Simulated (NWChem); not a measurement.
# Correlation energy of diselenium (Se$_{2}$)

```
Se
Se 1 2.1994
```
Charge 0, spin multiplicity 3.

Program: NWChem. All single points use one geometry, from UPBE/def2-SVP, a minimum by its harmonic frequencies.

Basis set: def2-SVP. Each correlation energy counts from its own Hartree-Fock reference.

The Hamiltonian is non-relativistic. The correlated methods keep 18 core orbitals frozen. The unpaired electrons of the parent sit in orbitals of symmetry b2g and b3g (D2h labels of the run); other states weren't searched. The stability of the SCF solutions was not checked. Open-shell Hartree-Fock references start from PBE0 orbitals. No row is a measurement; the coupled-cluster row has its own basis-set and correlation limits.

For the correlation energy, UMP2 gives -447.6 mHa and SCS-UMP2 gives -406.6 mHa. What do CCSD[T] on UHF, CCSD(T) on UHF give?

CCSD[T] on UHF: -463.1 mHa; CCSD(T) on UHF: -462.3 mHa.
